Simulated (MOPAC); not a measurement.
Input file for MOPAC: PM6 on HfN, 2S+1 = 2, a spin state set in the input, which need not be the lowest, a point of a bond scan (R = 1.876 Å).

```
PM6 1SCF PRECISE CHARGE=0 UHF MS=0.5 THREADS=1
HfN

Hf     0.00000000 1     0.00000000 1     0.00000000 1
N      0.00000000 1     0.00000000 1     1.87577200 1
```

Output:

```
*******************************************************************************
 **                                                                           **
 **                              MOPAC v23.2.5                                **
 **                                                                           **
 *******************************************************************************
 ** MOPAC's Digital Object Identifier: https://doi.org/10.5281/zenodo.6511958 **
 **                                                                           **
 ** Please cite the open-source release paper for use of this MOPAC version:  **
 ** J. E. Moussa and J. J. P. Stewart (2026)                                  **
 ** MOPAC: An open-source semiempirical molecular orbital program             **
 ** J. Open Source Softw., 11(119), 8025, https://doi.org/10.21105/joss.08025 **
 *******************************************************************************

                              PM6 CALCULATION RESULTS

 *******************************************************************************
 *  PM6        - The PM6 Hamiltonian to be used
 *  UHF        - UNRESTRICTED HARTREE-FOCK CALCULATION
 *
 *
 *
 *                 CHARGE ON SYSTEM = 0
 *
 *
 *
 *  MS=        - IN MECI, MAGNETIC COMPONENT OF SPIN =  0.5
 *  PRECISE    - TIGHTER CRITERIA TO BE USED
 *  1SCF       - DO 1 SCF AND THEN STOP
 *  THREADS=1  - MULTI-THREADING NOT USED
 *  T=         - A TIME OF 172800.0 SECONDS REQUESTED
 *  DUMP=N     - RESTART FILE WRITTEN EVERY 7200.0 SECONDS REQUESTED
 *******************************************************************************
PM6 1SCF PRECISE CHARGE=0 UHF MS=0.5 THREADS=1
 HfN

   ATOM   CHEMICAL          X               Y               Z
  NUMBER   SYMBOL      (ANGSTROMS)     (ANGSTROMS)     (ANGSTROMS)

     1      Hf          0.00000000  *   0.00000000  *   0.00000000  *
     2       N          0.00000000  *   0.00000000  *   1.87577200  *



          CARTESIAN COORDINATES

    NO.       ATOM           X           Y           Z

     1        Hf          0.0000      0.0000      0.0000
     2         N          0.0000      0.0000      1.8758

 General Reference for PM6:
 "Optimization of Parameters for Semiempirical Methods V: Modification of NDDO Approximations
 and Application to 70 Elements", J. J. P. Stewart, J. Mol. Mod., 13, 1173-1213 (2007)
 URL: https://link.springer.com/article/10.1007/s00894-007-0233-4

           Empirical Formula: N Hf  =     2 atoms



      MOLECULAR POINT GROUP   :   C*v


          UHF CALCULATION, NO. OF ALPHA ELECTRONS =    5
                           NO. OF BETA  ELECTRONS =    4

 -------------------------------------------------------------------------------
 PM6 1SCF PRECISE CHARGE=0 UHF MS=0.5 THREADS=1
 HfN



     1SCF WAS SPECIFIED, SO BFGS WAS NOT USED
     SCF FIELD WAS ACHIEVED


                              PM6 CALCULATION
                                                       MOPAC v23.2.5 Linux




          FINAL HEAT OF FORMATION =         81.23739 KCAL/MOL =     339.89722 KJ/MOL


          COSMO AREA              =         91.69 SQUARE ANGSTROMS
          COSMO VOLUME            =         80.08 CUBIC ANGSTROMS

          IONIZATION POTENTIAL    =          8.896791 EV
          ALPHA SOMO LUMO (EV)    =         -8.897 -3.953
          BETA  SOMO LUMO (EV)    =        -10.584 -3.694
          NO. OF ALPHA ELECTRONS  =          5
          NO. OF BETA  ELECTRONS  =          4
          MOLECULAR WEIGHT        =        192.4967         POINT GROUP:  C*v

          MOLECULAR DIMENSIONS (Angstroms)

            Atom       Atom       Distance
            N     2   Hf     1     1.87577
            N     2   Hf     1     0.00000
           Hf     1    N     2     0.00000


          SCF CALCULATIONS        =          1





   ATOM   CHEMICAL          X               Y               Z
  NUMBER   SYMBOL      (ANGSTROMS)     (ANGSTROMS)     (ANGSTROMS)

     1      Hf          0.00000000  *   0.00000000  *   0.00000000  *
     2       N          0.00000000  *   0.00000000  *   1.87577200  *

                             CARTESIAN COORDINATES

   1   Hf        0.000000000     0.000000000     0.000000000
   2    N        0.000000000     0.000000000     1.875772000


           Empirical Formula: N Hf  =     2 atoms



      MOLECULAR POINT GROUP   :   C*v


          ALPHA EIGENVALUES
 -25.95147 -13.09256 -12.17353 -12.17353  -8.89679  -3.95316  -3.95316  -1.42041
  -1.42041  -0.62988   8.66425   8.66425   9.69448


           BETA EIGENVALUES
 -23.62468 -10.90481 -10.90481 -10.58420  -3.69391  -3.69391  -3.17914  -0.58168
  -0.58168   1.09310   8.85338   8.85338   9.82718


              NET ATOMIC CHARGES AND DIPOLE CONTRIBUTIONS

  ATOM NO.   TYPE          CHARGE      No. of ELECS.   s-Pop       p-Pop       d-Pop
    1         Hf          -0.172543        4.1725     1.68699     0.27678     2.20877
    2          N           0.172543        4.8275     1.68203     3.14543
 DIPOLE           X         Y         Z       TOTAL
 POINT-CHG.     0.000     0.000     1.555     1.555
 HYBRID        -0.000    -0.000    -4.305     4.305
 SUM           -0.000    -0.000    -2.751     2.751


          ATOMIC ORBITAL ELECTRON POPULATIONS

     Atom    s        px        py        pz      x^2-y^2     xz        z^2       yz        xy
    1 Hf   1.68699   0.05077   0.05077   0.17523   0.00000   0.83815   0.53247   0.83815   0.00000
    2  N   1.68203   1.11108   1.11108   0.92328


                    (SZ)    =    0.500000
                    (S**2)  =    0.874056


          ATOMIC ORBITAL SPIN POPULATIONS

    Atom   Total    s     px     py     pz   x^2-y^2  xz     z^2    yz     xy
         Atomic
    1 Hf  0.0006  0.042  0.003  0.003 -0.019  0.000 -0.182  0.335 -0.182  0.000
    2  N  0.9994  0.046  0.179  0.179  0.596

 **********************
 *                    *
 * JOB ENDED NORMALLY *
 *                    *
 **********************




 == MOPAC DONE ==
```

The run finished. Its determinant has ⟨S²⟩ = 0.87, a mixture of spin states.

Cost: roughly 0.020 core-seconds.
